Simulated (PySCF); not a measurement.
**Frontier orbitals and the lowest excitations**

Compound: C3H10P2Si.
Geometry (PBE0-D3(BJ)/def2-SVP, Å), atoms numbered from 1 in this order:
```
atom  x, y, z in Å
P1     1.945   -1.942    0.587
Si2    0.908   -0.180   -0.391
P3     2.433    1.496   -0.412
C4    -0.648    0.198    0.565
C5    -1.939   -0.507    0.219
C6    -1.783    0.944   -0.094
H7     0.977   -2.888    0.128
H8     2.829   -2.164   -0.512
H9     0.522   -0.446   -1.815
H10    1.456    2.494   -0.718
H11    2.335    1.702    0.999
H12   -0.495    0.409    1.630
H13   -1.935   -1.218   -0.614
H14   -2.595   -0.795    1.044
H15   -2.332    1.668    0.513
H16   -1.672    1.237   -1.143
```

Method used: TDDFT PBE0/def2-SVPD, vertical, gas phase, core orbitals frozen in the response (PySCF 2.14.0, density-fitted response routines).

Frontier orbitals with the atoms that hold most of them (Löwdin shares over 4%, at most four atoms; ? is withheld):

| orbital | ε (eV) | atoms |
| --- | --- | --- |
| LUMO+2 | 0.50 | P1 18%, Si2 18%, P3 15%, H9 9% |
| LUMO+1 | 0.16 | P1 27%, P3 24%, Si2 16%, H8 8% |
| LUMO | 0.07 | ? |
| HOMO | -7.32 | ? |
| HOMO-1 | -7.40 | P1 62%, Si2 15%, H7 6%, H8 6% |
| HOMO-2 | -8.27 | P1 21%, C4 17%, C6 15%, Si2 14% |
| HOMO-3 | -8.84 | P3 26%, C5 20%, C6 15%, Si2 10% |

**Question.** Give the leading atoms of the HOMO.

**Answer.** P3 (bonded to Si and 2 H) 57%; Si2 (bonded to C, 2 P and H) 12%; C4 (bonded to 2 C, Si and H) 8%; C5 (bonded to 2 C and 2 H) 6%. By element: phosphorus 57% or more, carbon 14% or more, silicon 12%.

**Question.** Give the leading atoms of the LUMO.

**Answer.** P1 (bonded to Si and 2 H) 23%; P3 (bonded to Si and 2 H) 21%; Si2 (bonded to C, 2 P and H) 15%; H7 (bonded to P) 12%. By element: phosphorus 43%, silicon 15%, hydrogen 12% or more.

**Question.** The HOMO–LUMO gap is 7.39 eV. Where does the response calculation put the lowest singlet, and from which orbitals?

**Answer.** S1 is at 6.14 eV (f = 0.0028), 1.25 eV below the gap, made of HOMO→LUMO+1 (43%), HOMO→LUMO (42%). Its leading pair isn't HOMO and LUMO; the energies of that pair differ by 7.48 eV. Without the coupling terms of the response equations the lowest excitation would equal the gap.

Next come S2 at 6.25 eV (f 0.013), HOMO-1→LUMO (47%), HOMO-1→LUMO+1 (35%), HOMO→LUMO (11%); S3 at 6.34 eV (f 0.014), HOMO→LUMO+1 (46%), HOMO→LUMO (42%); S4 at 6.46 eV (f 0.017), HOMO-1→LUMO (40%), HOMO-1→LUMO+1 (36%), HOMO-1→LUMO+2 (18%); S5 at 6.73 eV (f 0.090), HOMO→LUMO+3 (57%), HOMO→LUMO+2 (30%).

Löwdin shares depend on the basis, the more so with diffuse functions.

One conformer stands for the species.
